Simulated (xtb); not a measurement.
C2H2, triplet, from a rough starting geometry (a higher spin typed on purpose: for a closed-shell molecule this is an excited state); GFN2-xTB run with xtb.

xtb was given this input:
```
$ xtb mol.xyz --gfn 2 --uhf 2 --opt vtight --json

# file mol.xyz
4

C     -0.51946243     0.07029979    -0.18959043
C      0.55399061    -0.02037143     0.15160944
H     -1.51150420     0.24066842    -0.53915962
H      1.56713507    -0.25942679     0.55256079
```

Question: What does xtb print? Leave out banner, timings and long lists.

Answer: 
```
   ID    Z sym.   atoms
    1    6 C      1, 2
    2    1 H      3, 4

           -------------------------------------------------
          |                Calculation Setup                |
           -------------------------------------------------

           -------------------------------------------------
          |                 G F N 2 - x T B                 |
           -------------------------------------------------

          ...................................................
          :                      SETUP                      :
          :.................................................:
          :  # basis functions                  10          :
          :  # atomic orbitals                  10          :
          :  # shells                            6          :
          :  # electrons                        10          :
          :  max. iterations                   250          :
          :  Hamiltonian                  GFN2-xTB          :
          :  restarted?                      false          :
          :  GBSA solvation                  false          :
          :  PC potential                    false          :
          :  electronic temp.          300.0000000     K    :
          :  accuracy                    1.0000000          :
          :  -> integral cutoff          0.2500000E+02      :
          :  -> integral neglect         0.1000000E-07      :
          :  -> SCF convergence          0.1000000E-05 Eh   :
          :  -> wf. convergence          0.1000000E-03 e    :
          :  Broyden damping             0.4000000          :
          :  net charge                          0          :
          :  unpaired electrons                  2          :
          ...................................................

 iter      E             dE          RMSdq      gap      omega  full diag
   1     -5.0897113 -0.508971E+01  0.649E+00    0.09       0.0  T
   2     -5.0940207 -0.430947E-02  0.378E+00    0.06       1.0  T
   3     -5.0944543 -0.433529E-03  0.103E+00    0.07       1.0  T
   4     -5.0944787 -0.243877E-04  0.155E-01    0.07       1.0  T
   5     -5.0945006 -0.219384E-04  0.373E-02    0.07       1.3  T
   6     -5.0945007 -0.621323E-07  0.653E-03    0.07       7.7  T
   7     -5.0945007 -0.459945E-07  0.975E-04    0.07      51.3  T
   8     -5.0945007 -0.127688E-08  0.254E-04    0.07     197.2  T

   *** convergence criteria satisfied after 8 iterations ***

 transition dipole moment (au) for excitation:           5           6
     X       Y       Z
  -1.0786   0.0264  -0.3091  total (au/Debye):    1.122   2.853
 dE (eV)             :    8.337
 oscillator strength :  0.36381E+00

         :::::::::::::::::::::::::::::::::::::::::::::::::::::
         ::                     SUMMARY                     ::
         :::::::::::::::::::::::::::::::::::::::::::::::::::::
         :: total energy              -4.889832014502 Eh    ::
         :: gradient norm              0.773662685474 Eh/a0 ::
         :: HOMO-LUMO gap              0.065728855117 eV    ::
         ::.................................................::
         :: SCC energy                -5.094500720127 Eh    ::
         :: -> isotropic ES            0.001211111580 Eh    ::
         :: -> anisotropic ES         -0.000291368181 Eh    ::
         :: -> anisotropic XC          0.008576446964 Eh    ::
         :: -> dispersion             -0.000803420043 Eh    ::
         :: repulsion energy           0.204668705625 Eh    ::
         :: add. restraining           0.000000000000 Eh    ::
         :: total charge               0.000000000000 e     ::
         :::::::::::::::::::::::::::::::::::::::::::::::::::::

      -----------------------------------------------------------
     |                   =====================                   |
     |                        A N C O P T                        |
     |                   =====================                   |
[...]
 * total energy  :    -5.0273594 Eh     change       -0.2155744E-01 Eh
 * total energy  :    -5.0295996 Eh     change       -0.2240115E-02 Eh
 * total energy  :    -5.0302619 Eh     change       -0.6623769E-03 Eh
 * total energy  :    -5.0305350 Eh     change       -0.2730744E-03 Eh
 * total energy  :    -5.0307402 Eh     change       -0.2052240E-03 Eh
 * total energy  :    -5.0307517 Eh     change       -0.1149435E-04 Eh
 * total energy  :    -5.0319445 Eh     change       -0.1192753E-02 Eh
 * total energy  :    -5.0325475 Eh     change       -0.6030165E-03 Eh
 * total energy  :    -5.0325975 Eh     change       -0.5000937E-04 Eh
 * total energy  :    -5.0326122 Eh     change       -0.1466826E-04 Eh
 * total energy  :    -5.0326123 Eh     change       -0.1086270E-06 Eh
 * total energy  :    -5.0326123 Eh     change       -0.5286712E-08 Eh
   *** GEOMETRY OPTIMIZATION CONVERGED AFTER 27 ITERATIONS ***
         :: total energy              -5.032612291037 Eh    ::
[...]
         :: gradient norm              0.000012255967 Eh/a0 ::
         :: HOMO-LUMO gap              2.861531999395 eV    ::
         ::.................................................::
         :: SCC energy                -5.127377772733 Eh    ::
         :: -> isotropic ES           -0.000236933733 Eh    ::
         :: -> anisotropic ES          0.001062514528 Eh    ::
         :: -> anisotropic XC          0.006342369661 Eh    ::
         :: -> dispersion             -0.000811919207 Eh    ::
         :: repulsion energy           0.094765481696 Eh    ::
         :: add. restraining           0.000000000000 Eh    ::
         :: total charge              -0.000000000000 e     ::
         :::::::::::::::::::::::::::::::::::::::::::::::::::::

           -------------------------------------------------
          |                Property Printout                |
           -------------------------------------------------

    * Orbital Energies and Occupations

         #    Occupation            Energy/Eh            Energy/eV
      -------------------------------------------------------------
         1        2.0000           -0.6219726             -16.9247
         2        2.0000           -0.5407164             -14.7136
         3        2.0000           -0.5030802             -13.6895
         4        2.0000           -0.4290603             -11.6753
         5        1.0000           -0.3979419             -10.8285
         6        1.0000           -0.3156570              -8.5895 (HOMO)
         7                         -0.2104977              -5.7279 (LUMO)
         8                          0.1464221               3.9843
         9                          0.2374655               6.4618
        10                          0.6584170              17.9164
      -------------------------------------------------------------
                  HL-Gap            0.1051594 Eh            2.8615 eV
             Fermi-level           -0.3382892 Eh           -9.2053 eV

     #   Z          covCN         q      C6AA      α(0)
     1   6 C        1.905    -0.071    33.037     9.283
     2   6 C        1.905    -0.071    33.037     9.283
     3   1 H        0.924     0.071     2.077     2.254
     4   1 H        0.924     0.071     2.077     2.254

 Mol. C6AA /au·bohr⁶  :        206.681054
 Mol. C8AA /au·bohr⁸  :       5160.648796
 Mol. α(0) /au        :         23.072833

Wiberg/Mayer (AO) data.
largest (>0.10) Wiberg bond orders for each atom

 ---------------------------------------------------------------------------
     #   Z sym  total        # sym  WBO       # sym  WBO       # sym  WBO
 ---------------------------------------------------------------------------
     1   6 C    3.145 --     2 C    2.167     3 H    0.897
     2   6 C    3.145 --     1 C    2.167     4 H    0.897
     3   1 H    0.984 --     1 C    0.897
     4   1 H    0.984 --     2 C    0.897
 ---------------------------------------------------------------------------

Topologies differ in total number of bonds
Writing topology from bond orders to xtbtopo.mol

molecular dipole:
                 x           y           z       tot (Debye)
 q only:        0.011      -0.226      -0.083
   full:        0.024      -0.487      -0.179       1.321
molecular quadrupole (traceless):
                xx          xy          yy          xz          yz          zz
 q only:        0.458      -0.095      -0.299       0.315      -0.032      -0.159
  q+dip:        1.558      -0.387      -0.743       1.254       0.126      -0.816
   full:        0.896      -0.208      -0.519       0.657      -0.002      -0.377

optimized geometry written to: xtbopt.xyz

           -------------------------------------------------
          | TOTAL ENERGY               -5.032612291037 Eh   |
          | GRADIENT NORM               0.000012255967 Eh/α |
          | HOMO-LUMO GAP               2.861531999395 eV   |
           -------------------------------------------------
```
